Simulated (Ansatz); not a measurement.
Cartesian coordinates in Å:
```
O -2.332 0.118 -0.075
C -1.330 -0.364 0.369
Ge 0.439 0.585 0.319
Se 1.989 -0.856 -0.716
H -1.334 -1.391 0.803
H 0.986 0.782 1.742
H 0.288 1.913 -0.434
H 1.294 -0.788 -2.008
```

Total charge 0; spin multiplicity 1.

**Question.** List the PBE/def2-TZVPP orbital energies in eV (Ansatz). (Estimate.)

**Answer.** Ansatz gave: Occupied: -12302.51, -10805.10, -1562.49, -1403.27, -1403.25, -1403.18, -1338.46, -1191.89, -1191.86, -1191.86, -510.99, -271.66, -205.48, -163.04, -150.81, -150.74, -150.53, -114.53, -114.45, -114.44, -53.93, -53.92, -53.75, -53.70, -53.66, -30.33, -30.30, -30.29, -30.23, -30.22, -26.91, -17.82, -15.51, -13.51, -11.48, -10.49, -10.35, -9.80, -8.73, -8.05, -6.35, -5.66. Lowest empty: -2.91, -1.09, -0.78, 0.02, 0.29, 0.54, 1.83, 2.86.
